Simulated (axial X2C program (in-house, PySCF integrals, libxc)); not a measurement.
# Which molecule gave these maps?

PBE0 fields computed with an in-house relativistic program for diatomic molecules, with spin–orbit coupling, near the equilibrium distance, one atom at z = 0.

The maps cover the half plane through the axis: z from -2.4 to 4.8 Å along the bond, ρ from 0.15 to 2.25 Å away from it (steps of 0.3 Å, the bottom row nearest the axis).

log10 of the density in e/bohr³:

digits 0 to 9 span -4.55 to 1.80 evenly
```
0011122222222222222111000
0112222333222222222221100
1122233333333333333222110
1223334444433334443332211
1223344555444444444433211
2233445666554445554433221
2233456777654455555443221
2234457898755556865443321
```

Electron localisation function (collinear form, no current term, damped to 0 at low density):

digits 0 to 9 span 0.00 to 1.00 evenly
```
0000123322100000111000000
0012344333210012344310000
0134433333221124677642000
0244332222222247888764100
1443322222222468999876300
2443223454222578899987410
3432225777522672038987520
3432236272622650915987520
```

Axial spin density in 10⁻³ e/bohr³:

digits 0 to 9 span -2.73 to 2.73 evenly, values beyond are clipped
```
5555555444444444444444444
5555555444443333333444444
5555555544433211012344444
5555555544321000000234444
5555666544320000000034444
5556776554320000000024444
5567896452421000000024444
5567995770533430000034445
```

Question: Which molecule is it?
A. CdB
B. AlGa
C. CuSe
D. FePb

Answer: A. CdB, with Cd at z = 0 and B at z = 2.413 Å, state Ω = 1/2 (⟨Sz⟩ = -0.50, ⟨Lz⟩ = 1.00 at PBE0), basis Cd dyall-v3z [12s12p8d3f2g], B dyall-v3z [7s6p2d1f] (cores contracted in-house). One determinant describes the state; a PBE0 search over occupations chose it and may have missed a lower one. Density functionals use the spin component along the axis (collinear). PBE0 can misorder states that lie within some tenths of an eV, so this need not be the ground state of the molecule. The nearest other 2c determinant of the search, Ω = 3/2, lies 0.02 eV up at the distance of the search. The functionals have no current-density term, which raises determinants with orbital currents, atoms included.
